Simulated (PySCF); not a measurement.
A structure optimised at B3LYP-D3(BJ)/def2-SVP, used in a PySCF frequency run:

```xyz
7

N      1.9418    -0.3069     0.3588
Ge     0.1574    -0.0946     0.2056
F     -0.5948    -0.5542     1.6935
Cl    -0.2656     1.9748    -0.1495
Cl    -0.7959    -1.3245    -1.2832
H      2.2849    -1.2536     0.2072
H      2.4851     0.3612    -0.1844
```
Charge 0, spin multiplicity 1.

Question: Write its SMILES and formula.

Answer: [NH2][Ge]([F])([Cl])[Cl], Cl2FGeH2N

Question: What are its rotational constants (standard atomic weights)?

Answer: 2.4770, 1.6983, 1.4410 GHz
